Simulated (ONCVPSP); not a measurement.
## What one change does to a pseudopotential (P (Z = 15), ONCV)

ONCVPSP 4.0.1 input, shortened (lines: element, Z, core and valence counts, functional; n l f; lmax; l rc ep ncon nbas qcut; lloc lpopt rc5 dvloc0; l nproj debl; icmod fcfact rcfact), PBEsol, scalar-relativistic:

```
  P 15.00    3    2  -116133      upf
    1    0    2.00
    2    0    2.00
    2    1    6.00
    3    0    2.00
    3    1    3.00
    2
    0    1.45    0.00    4    9    5.20
    1    1.45    0.00    4    8    6.40
    2    1.55    0.04    3    6    6.30
    0    5    1.45    0.00
    0    0    2.80
    1    2    1.30
    2    2    3.30
    1    0.35    0.00
```

Change: all radii but the core radius scaled by about 0.85 (s 1.24, p 1.24, d 1.32 bohr).

Cutoffs: the cutoffs (Ha) at which the residual kinetic energy of the hardest occupied pseudo-wave falls to 1 and 0.1 mHa per electron; they do not see the model core or the augmentation charge, which bear on the density cutoff. Errors are all-electron minus pseudo energies relative to the spin-unpolarised reference configuration.

**Question.** What does the change do?

**Answer.** The potential gets harder (11 Ha and 13 Ha → 42 Ha and 141 Ha); a bound ghost appears in p, which as a rule spoils a file; of the 4 tests that both files solve, the error grows in 0 and shrinks in 1 by more than 15 % and 0.3 meV (median size 35.9 → 32.0 meV). A smaller radius makes the pseudo-wave follow the all-electron one further in, where it bends more sharply, so more plane waves are needed.

```csv
quantity,base,changed
"cutoff, loose",11 Ha,42 Ha
"cutoff, tight",13 Ha,141 Ha
loose cutoff by channel,"s 11 Ha, p 4.5 Ha","s 12 Ha, p 42 Ha"
bound ghosts,none,p
GHOST(+) flags under 300 eV,none,none
"error for 3s2 3p2, meV [ΔE 9.70 eV]",+1.3,+1.1
"error for 3s2 3p1, meV [ΔE 28.81 eV]",+14,+12
"error for 3s2 3p0, meV [ΔE 58.52 eV]",+58,+53
"error for 3s1 3p0, meV [ΔE 110.43 eV]",+149,+121
"rms error of d²Exc/dni dnj with the model core, mHa",0.39,0.17
```

Base: The cutoffs count occupied waves only; projector 2 of the p channel, the hardest unoccupied one, needs 48 Ha at the loose tolerance. Changed file: The cutoffs count occupied waves only; projector 2 of the p channel, the hardest unoccupied one, needs 145 Ha at the loose tolerance. A true bound ghost makes a file unfit for plane-wave use even where its test errors are small: the radial tests pick states by their node count and pass the ghost by.
